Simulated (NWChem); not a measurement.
bromine (Br2); SMILES BrBr

All runs: NWChem. Structure relaxed at the PBE0/def2-SVP level.

### Question
Order these by “orbital gap (eV)”, lowest first: B3LYP/cc-pVQZ; B3LYP/cc-pVDZ; B3LYP/aug-cc-pVDZ.

### Answer
B3LYP/aug-cc-pVDZ (3.87), B3LYP/cc-pVDZ (3.93), B3LYP/cc-pVQZ (4.00)
